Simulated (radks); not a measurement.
Sc III, 19 electrons, occupied as [Ne] 3s2 3p(1/2: 2, 3/2: 3) 3d(3/2: 1, 5/2: 0) 4s1 (not the ground configuration). Method: Dirac Kohn-Sham, relativistic LDA (MacDonald-Vosko exchange, VWN5 correlation), spin-unpolarised, spherical densities, finite nucleus; Fermi nuclear charge, rms radius 3.5459 fm; computed with a radial shooting solver on a logarithmic mesh with Libxc functionals.

Spin-orbit splittings of the eigenvalues, e(l+1/2) - e(l-1/2), with zeta = 2 splitting/(2l+1) and mean radii in bohr:

shell  occ.  splitting (eV)  zeta (eV)  <r> j=l-1/2  <r> j=l+1/2
2p        6           4.626      3.084       0.3062       0.3088
3p        5          0.5509     0.3672        1.126        1.134
3d        1         0.04572    0.01829        1.391        1.394
